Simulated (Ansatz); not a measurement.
Basis sets compared for `C[SiH](C)O[SiH](C)O[Si](C)(C)C`. Total charge 0; singlet. Geometry r2SCAN-D4/def2-SVP. Ansatz on 4 threads of Arm Neoverse V1 on a shared host; times are rough, and most runs start from earlier orbitals.

Cartesian coordinates in Å:
```
C -2.9433 -0.6649 0.7846
Si -1.8397 -1.2663 -0.5977
C -2.4132 -2.9191 -1.2578
O -0.2931 -1.4264 0.0150
Si 1.3046 -1.2249 -0.4002
C 1.6033 -1.7674 -2.1555
O 1.7153 0.3723 -0.2657
Si 1.2854 1.6824 0.6967
C 2.7859 2.7949 0.7989
C 0.7827 1.0578 2.3935
C -0.1434 2.5744 -0.1282
H -3.9854 -0.5487 0.4443
H -2.6048 0.3089 1.1736
H -2.9362 -1.3815 1.6222
H -1.8221 -0.2628 -1.7129
H -1.7618 -3.2692 -2.0748
H -3.4414 -2.8581 -1.6514
H -2.3975 -3.6823 -0.4626
H 2.0958 -2.0285 0.5735
H 0.9861 -1.1751 -2.8514
H 2.6584 -1.6223 -2.4380
H 1.3566 -2.8325 -2.2942
H 3.6374 2.2660 1.2577
H 2.5821 3.6951 1.4019
H 3.0990 3.1243 -0.2055
H 1.6206 0.5427 2.8928
H -0.0500 0.3394 2.3122
H 0.4581 1.8826 3.0498
H -0.4386 3.4737 0.4378
H 0.1289 2.8919 -1.1485
H -1.0297 1.9237 -0.2099
```

Binding counts from free atoms (C triplet, Si triplet, O triplet, H doublet) in the same basis, without a counterpoise term.

```json
{"level": "HF/STO-3G", "functions": "87", "energy (Eh)": "-1240.8188", "HOMO (eV)": "-7.85", "LUMO (eV)": "11.63", "binding per atom (eV)": "3.77", "wall time": "0.85 s"}
{"level": "PBE-D4/def2-SVP", "functions": "266", "energy (Eh)": "-1258.3535", "HOMO (eV)": "-6.33", "LUMO (eV)": "0.49", "binding per atom (eV)": "4.10", "wall time": "6.5 s"}
{"level": "PBE0-D4/def2-SVP", "functions": "266", "energy (Eh)": "-1258.5054", "HOMO (eV)": "-7.76", "LUMO (eV)": "1.32", "binding per atom (eV)": "4.06", "wall time": "13 s"}
```

Q: Estimate the rows for HF/def2-TZVP (with forces), PBE-D4/def2-TZVP (with forces), PBE0-D4/def2-TZVP.

A: 
```
                         level  functions  energy (Eh)  HOMO (eV)  LUMO (eV)  binding per atom (eV)  wall time
    HF/def2-TZVP (with forces)        479   -1255.8595     -11.23       3.34                   3.09       50 s
PBE-D4/def2-TZVP (with forces)        479   -1259.1285      -6.48       0.04                   4.10       16 s
             PBE0-D4/def2-TZVP        479   -1259.2684      -7.85       0.82                   4.06       35 s
```
